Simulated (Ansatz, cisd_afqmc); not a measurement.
Species: P, charge 0, quartet.

Total energies in aug-cc-pV(T+d)Z, 5 correlated electrons, 5 frozen orbitals. Open shells are spin-unrestricted; no spin-orbit coupling. Correlated methods leave the cores frozen. No relativity. AFQMC/CISD: phaseless, guided by CISD from CCSD amplitudes; bars are statistical, one sigma. Outlying blocks are dropped, and bars are widened where a walk drifts. Over all cases where full CI ran beside it in this data, AFQMC minus full CI had a median of +0.1 mEh and passed +0.4 mEh in a tenth of the cases. Full CI freezes restricted core orbitals and the other rows unrestricted ones, which leaves a small offset even where coupled cluster is exact.

| method | program | energy (Eh) | error against FCI (mEh) |
|---|---|---|---|
| HF | Ansatz | -340.71649 | 107.21 |
| MP2 | Ansatz | -340.80093 | 22.77 |
| CCSD | Ansatz | -340.81870 | 5.00 |
| CCSD(T) | Ansatz | -340.82278 | 0.92 |
| CCSDT(Q) | Ansatz | -340.82375 | -0.06 |
| CCSDTQ | Ansatz | -340.82378 | -0.08 |
| AFQMC/CISD | cisd_afqmc | -340.8238 ± 0.0002 | -0.1 ± 0.2 |
| FCI | Ansatz | -340.82370 | 0.00 |

Ansatz is a quantum-chemistry and plane-wave program.
